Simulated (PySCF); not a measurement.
**HfH₃ + O₂ → HHfO + H₂O**

Level: PBE0 in the def2-TZVP basis family, computed in PySCF with density fitting; scalar-relativistic core potentials for atoms from Rb on, none lighter, no spin–orbit coupling; open shells unrestricted.

```
species                                     state and structure  ZPE (kJ/mol)  H(298 K) − H(0) (kJ/mol)  S° (J/(mol K))
   HfH₃     doublet, C3v, Hf–H 1.860 Å (×3); H–Hf–H 118.6° (×3)          39.2                      12.2           255.3
     O₂                               triplet, D∞h, O–O 1.193 Å          10.3                       8.7           204.9
   HHfO  doublet, Cs, Hf–H 1.856 Å, Hf–O 1.734 Å; H–Hf–O 103.8°          19.0                      10.6           268.7
    H₂O            singlet, C2v, O–H 0.960 Å (×2); H–O–H 105.1°          56.5                       9.9           188.7
```

Is the gas-phase reaction uphill or downhill in electronic energy at this level, and by how much?

At PBE0/def2-TZVP, ΔE = -562.6 kJ/mol, downhill. 

Add zero-point, thermal and entropy terms for 298.15 K and 1 bar.

ΔZPE = 26.0 and Δ[H(298) − H(0)] = -0.4 kJ/mol give ΔH° = -537.0 kJ/mol. ΔS° = -2.8 J/(mol K), so ΔG° = -537.0 − 298.15 × (-0.0028) = -536 kJ/mol.

Spin–orbit coupling can matter for HfH₃, HHfO and is left out. Open d or f shells are single determinants, so the state found may not be the ground state. The structures come from searches over a few start shapes, so lower isomers are not excluded.
